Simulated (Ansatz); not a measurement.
Born–Oppenheimer molecular dynamics of CH₆AlO₂ (10 atoms, charge 1, multiplicity 1). It starts at the highest image of a converged band. Of that band: The profile has 2 maxima (images 1, 4) with wells between them (image 2): this band takes more than one step, which may be the mechanism or a detour left from its start path. A vibrational analysis at the climbing image gives one clearly imaginary mode, 1296i cm⁻¹: a first-order saddle point.

These are results of Ansatz, RKS B3LYP-D4/def2-SVP, not measurements.

| Item | Value |
| --- | --- |
| ensemble | NVE (velocity Verlet) |
| time step | 0.5 fs |
| steps asked | 200 |
| starting velocities drawn for | 300 K |
| seed | 6252 |

First frame:

```xyz
10
Properties=species:S:1:pos:R:3
C -1.205 0.716 -0.947
O -0.181 0.109 -0.137
Al 0.333 -1.168 0.945
O 1.813 -0.205 0.789
H -0.838 0.800 -1.979
H -2.105 0.088 -0.924
H -1.435 1.712 -0.545
H -0.155 -2.440 1.672
H 1.044 0.420 0.085
H 2.729 -0.033 1.042
```

Question: How far do the bonds stretch over the last three quarters of this one trajectory? (Pairs bonded in most of those frames.)

Answer: 
| bond | mean (Å) | spread (Å) | shortest | longest |
| --- | --- | --- | --- | --- |
| C1–O2 | 1.504 | 0.045 | 1.42 | 1.57 |
| C1–H5 | 1.099 | 0.024 | 1.06 | 1.13 |
| C1–H6 | 1.097 | 0.008 | 1.08 | 1.11 |
| C1–H7 | 1.099 | 0.024 | 1.06 | 1.14 |
| O2–Al3 | 1.900 | 0.048 | 1.81 | 1.95 |
| O2–H9 | 0.981 | 0.042 | 0.92 | 1.04 |
| Al3–O4 | 1.669 | 0.055 | 1.57 | 1.77 |
| Al3–H8 | 1.549 | 0.020 | 1.52 | 1.59 |
| O4–H10 | 0.967 | 0.028 | 0.92 | 1.01 |

Mean temperature of the second half: 655 K. The conserved energy stayed within 0.31 meV per atom of its start (net change -0.0009 meV per atom), so the integration is sound. The system heated up, since it started high on the potential surface and ran downhill. A run of 0.1 ps of so small a system gives no equilibrium averages. The orbitals stay closed-shell, which can raise the energy where a bond breaks towards radicals; this wasn't checked here. Limits of this set-up: the dipole of an ion depends on the origin.

Time of the run: 5 min on 2 threads of Arm Neoverse V2, on a shared host, peak memory 0.17 GiB.
